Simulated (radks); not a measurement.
Problem. Cd, 48 electrons, occupied as [Kr] 4d10 5s2. Calculated with a radial shooting solver on a logarithmic mesh with Libxc functionals: scalar-relativistic Kohn-Sham, PBEsol, spin-polarised, spherical densities, finite nucleus; Fermi nuclear charge, rms radius 4.6087 fm. Some entries of the table are withheld. Estimate them.

orbital  occ.  eigenvalue (eV)  <r> (bohr)
1s          2        -26509.82         (1)
2s          2              (2)      0.1317
2p          6        -3532.515      0.1149
3s          2        -733.3425         (3)
3p          6        -600.9860      0.3573
3d         10        -393.6460      0.3348
4s          2        -105.8029      0.8790
4p          6         -66.8941      0.9602
4d         10              (4)       1.291
5s          2          -5.7000       2.880

Solution. 
(1) 1s <r> (bohr): 0.03041
(2) 2s eigenvalue (eV): -3935.996
(3) 3s <r> (bohr): 0.3586
(4) 4d eigenvalue (eV): -11.7301
